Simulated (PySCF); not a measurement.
## Electron correlation in He (helium, neutral)

1s2, closed-shell 1S. Calculation: PySCF 2.14, in 6-31G*; the non-relativistic Hamiltonian (point nucleus). Frozen: nothing; 2 electrons correlated.

Total MP2 correlation energy: -11.20 mhartree.

Same-spin part 0.00 and opposite-spin part -11.20 mhartree; SCS-MP2 scales them by 1/3 and 6/5 to -13.44 mhartree.

With two correlated electrons CCSD is exact within the correlated space (frozen core and kept virtual orbitals).

```json
{"level": "CCSD", "correlation energy (mhartree)": "-15.00"}
```

Diagnostics: T1 = 0.0015, D1 = 0.0021, largest double amplitude 0.066.

Is a single reference adequate?

Yes: T1 lies below 0.03 and no double amplitude reaches 0.07.
